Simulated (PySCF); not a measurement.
PySCF input file for SeCl₄, SMILES Cl[Se](Cl)(Cl)Cl, PBE0-D3(BJ)/def2-SVP. Coordinates come from a PBE0-D3(BJ)/def2-SVP optimisation. The isomer is the one that the SMILES or the coordinates give; other isomers of the formula were not compared.

```python
import numpy as np
from pyscf import gto, scf, dft, df
from pyscf.hessian import thermo

mol = gto.M(
    atom='''
    Se    0.00000000    0.00000000   -0.43065580
    Cl    1.68775740   -0.00000000    0.92620621
    Cl    0.00000000   -2.32651119   -0.49555041
    Cl   -1.68775742   -0.00000000    0.92620620
    Cl    0.00000000    2.32651119   -0.49555041
    ''',
    basis='def2-SVP',
    charge=0,
    spin=0,
    max_memory=1600,
    verbose=3,
)
mf = dft.RKS(mol, xc='pbe0').density_fit(auxbasis='def2-universal-jkfit')
mf.disp = 'd3bj'
mf.grids.level = 3
mf.conv_tol = 1e-11
mf.max_cycle = 100
mf.kernel()

# analytic Hessian; the response equations are solved on a coarser grid
h, args, fine = mf.Hessian(), (mf.mo_energy, mf.mo_coeff, mf.mo_occ), mf.grids
h.max_memory = max(150, 2.5e-5 * df.make_auxmol(mol, mf.with_df.auxbasis).nao * mol.nelec[0] * (mol.nelec[0] + mol.nao))  # MB; small integral blocks
h1ao = h.make_h1(mf.mo_coeff, mf.mo_occ)
mf.grids = dft.Grids(mol).set(level=1).build(with_non0tab=True)
mo1, mo_e1 = h.solve_mo1(*args, h1ao)
mf.grids = fine
hess = h.hess_elec(*args, mo1, mo_e1, h1ao) + h.hess_nuc()
if mf.do_disp():
    hess += h.get_dispersion()
for i in range(mol.natm):  # the analytic DFT Hessian lacks the response of the grid: restore translational invariance
    hess[i, i] -= hess[i].sum(axis=0)
hess = (hess + hess.transpose(1, 0, 3, 2)) / 2
vib = thermo.harmonic_analysis(mol, hess, imaginary_freq=False)
thermo.dump_normal_mode(mol, vib)
th = thermo.thermo(mf, vib['freq_au'][vib['freq_au'] > 0], 298.15, 101325)
thermo.dump_thermo(mol, th)
g0 = mf.nuc_grad_method().set(verbose=0).kernel()

# dipole derivatives [dipole axis, atom, xyz] from the same response
r, irp = mol.intor('int1e_r'), mol.intor('int1e_irp').reshape(3, 3, mol.nao, mol.nao)
sl, dm0, ok = mol.aoslice_by_atom(), np.array(mf.make_rdm1()), []
dmu = np.einsum('a,xt->xat', mol.atom_charges(), np.eye(3))
for a, (_, _, p0, p1) in enumerate(sl):
    dmu[:, a] += 2 * np.einsum('xtij,ij->xt', irp[:, :, :, p0:p1], dm0.reshape(-1, mol.nao, mol.nao).sum(0)[:, p0:p1])
    for u, c, occ, f in [(mo1, mf.mo_coeff, mf.mo_occ, 4)]:
        dmu[:, a] -= f * np.einsum('tui,xuv,vi->xt', u[a], r, c[:, occ > 0], optimize=True)
L = vib['norm_mode']
ir = 974.8801 * (np.einsum('xat,kat->kx', dmu, L) ** 2).sum(1)       # km/mol
apt = np.einsum('xax->a', dmu) / 3
print('mode   freq/cm-1   IR/(km/mol)')
for k, w in enumerate(vib['freq_wavenumber']):
    print(f'{k + 1:4d} {w:11.2f} {ir[k]:13.3f}')
print('max |gradient| / (hartree/bohr):', abs(g0).max())
print('APT charges:', apt.round(4))
```

Log of the run:

```
converged SCF energy = -4240.57527019218

WARN: DFTD3 does not support analytical Hessian, using finite difference


WARN: Mole.unit (angstrom) is changed to Bohr

Mode                                 0                   1                   2
Irrep
Freq [cm^-1]                       85.9984            122.7761            169.7030
Reduced mass [au]                  35.8043             40.6416             35.4500
Force const [Dyne/A]                0.1560              0.3610              0.6015
Char temp [K]                     123.7325            176.6475            244.1649
Normal mode                   x     y     z       x     y     z       x     y     z
       0  Se                 0.00  0.00 -0.02   -0.05  0.00 -0.00    0.00  0.00  0.00
       1  Cl                 0.04 -0.00 -0.07   -0.03 -0.00 -0.03    0.00 -0.10 -0.00
       2  Cl                -0.00 -0.00  0.09    0.09 -0.00  0.00    0.07  0.00  0.00
       3  Cl                -0.04 -0.00 -0.07   -0.03  0.00  0.03   -0.00  0.10 -0.00
       4  Cl                -0.00  0.00  0.09    0.09  0.00  0.00   -0.07  0.00 -0.00
Mode                                 3                   4                   5
Irrep
Freq [cm^-1]                      178.4105            196.5397            282.1475
Reduced mass [au]                  43.1026             38.0498             35.8192
Force const [Dyne/A]                0.8083              0.8660              1.6800
Char temp [K]                     256.6930            282.7769            405.9474
Normal mode                   x     y     z       x     y     z       x     y     z
       0  Se                -0.00 -0.00  0.06   -0.00  0.04  0.00    0.00 -0.00  0.02
       1  Cl                 0.08  0.00 -0.02    0.00 -0.09 -0.00   -0.02  0.00 -0.01
       2  Cl                -0.00  0.00 -0.05   -0.00  0.04  0.05   -0.00 -0.12 -0.00
       3  Cl                -0.08  0.00 -0.02   -0.00 -0.09 -0.00    0.02  0.00 -0.01
       4  Cl                -0.00 -0.00 -0.05    0.00  0.04 -0.05   -0.00  0.12 -0.00
Mode                                 6                   7                   8
Irrep
Freq [cm^-1]                      344.8858            393.9848            404.3220
Reduced mass [au]                  48.5565             44.3575             42.0134
Force const [Dyne/A]                3.4029              4.0567              4.0466
Char temp [K]                     496.2138            566.8564            581.7293
Normal mode                   x     y     z       x     y     z       x     y     z
       0  Se                -0.00  0.08 -0.00   -0.07 -0.00 -0.00    0.00 -0.00 -0.06
       1  Cl                 0.00 -0.00  0.00    0.07 -0.00  0.06    0.07 -0.00  0.06
       2  Cl                -0.00 -0.08 -0.00    0.00 -0.00  0.00   -0.00 -0.03  0.00
       3  Cl                 0.00 -0.00 -0.00    0.07  0.00 -0.06   -0.07 -0.00  0.06
       4  Cl                -0.00 -0.08  0.00    0.00  0.00  0.00   -0.00  0.03  0.00
temperature 298.1500 [K]
pressure 101325.00 [Pa]
Rotational constants [GHz] 1.71440 1.06042 0.86284
Symmetry number 2
Zero-point energy (ZPE) 0.00496 [Eh]   13031.925 [J/mol]
                           tot       elec      trans        rot        vib
Entropy [J/mol/K]       371.555      0.000    176.057    118.527     76.970
Cv [J/mol/K]             90.710      0.000     12.472     12.472     65.766
Cp [J/mol/K]             99.024      0.000     20.786     12.472     65.766
Internal energy [J/mol]                      3718.434   3718.434  25254.571
Internal energy [Eh]   -4240.56282  -4240.57527
Enthalpy [J/mol]                             6197.391   3718.434  25254.571
Enthalpy [Eh]          -4240.56187
Gibbs free energy [J/mol]                  -46294.035 -31620.522   2305.949
Gibbs free energy [Eh] -4240.60407
mode   freq/cm-1   IR/(km/mol)
   1       86.00         1.547
   2      122.78         3.524
   3      169.70         0.000
   4      178.41         3.434
   5      196.54         1.313
   6      282.15         5.150
   7      344.89       283.228
   8      393.98        64.498
   9      404.32        20.025
max |gradient| / (hartree/bohr): 4.301673076417432e-05
APT charges: [ 2.0722 -0.3626 -0.6735 -0.3626 -0.6735]
```

The calculation finished and met its thresholds.
